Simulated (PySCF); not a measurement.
## Substituent effects on chemical shifts

Parent skeleton `[SiH3:1][O:2][SiH2:3][SiH3:4]`; one hydrogen on atom 1 is replaced by X. Hydrogens on one atom are averaged.

PySCF calculation with GIAO PBE0/pcSseg-1 shieldings and PBE0-D3(BJ)/def2-SVP structure; fast rotation and ring inversion assumed for equivalent nuclei, non-relativistic, isolated molecule, a single conformation.

δ = σ(ref) − σ, references computed at the same level: ²⁹Si, ¹H against TMS; H2O for ¹⁷O.

Parent (X = H): Si1 -35.8, O2 -6.7, Si3 -20.2, Si4 -110.1, H(Si1) 4.95, H(Si3) 5.46, H(Si4) 3.56 ppm. Effects are Δδ = δ(X) − δ(H), positive for deshielding.

Known members:
```csv
X,Si1,O2,Si3,Si4,H(Si1),H(Si3),H(Si4)
cBu,+27.0,+20.8,-2.7,+0.8,-0.16,-0.06,+0.00
N(SiH3)2,+6.0,+45.0,-6.8,+5.5,-0.04,+0.00,+0.01
```

Four more derivatives gave (Δδ, ppm):
```json
{"compound": "1", "Si1": "+3.0", "O2": "+46.1", "Si3": "-1.1", "Si4": "+2.5", "H(Si1)": "+0.28", "H(Si3)": "-0.15", "H(Si4)": "-0.76"}
{"compound": "2", "Si1": "+28.9", "O2": "+16.9", "Si3": "-4.0", "Si4": "+2.2", "H(Si1)": "-0.28", "H(Si3)": "+0.01", "H(Si4)": "-0.08"}
{"compound": "3", "Si1": "+27.2", "O2": "+12.5", "Si3": "+0.0", "Si4": "+2.9", "H(Si1)": "+0.63", "H(Si3)": "-0.10", "H(Si4)": "+0.03"}
{"compound": "4", "Si1": "+27.0", "O2": "+37.5", "Si3": "-2.7", "Si4": "+8.7", "H(Si1)": "+0.30", "H(Si3)": "-0.11", "H(Si4)": "+0.06"}
```

**Question.** Their substituents are N-pyrrolyl, PH2, SCH3, iPr. Which is which?

**Answer.** 1: X = N-pyrrolyl ([SiH3][SiH2]O[SiH2]n1cccc1); 2: X = iPr (CC(C)[SiH2]O[SiH2][SiH3]); 3: X = PH2 ([SiH3][SiH2]O[SiH2]P); 4: X = SCH3 (CS[SiH2]O[SiH2][SiH3]).

Experimental scales use liquid or dissolved standards, which lie at an offset from isolated H2O (liquid H2O: subtract about 36 ppm).
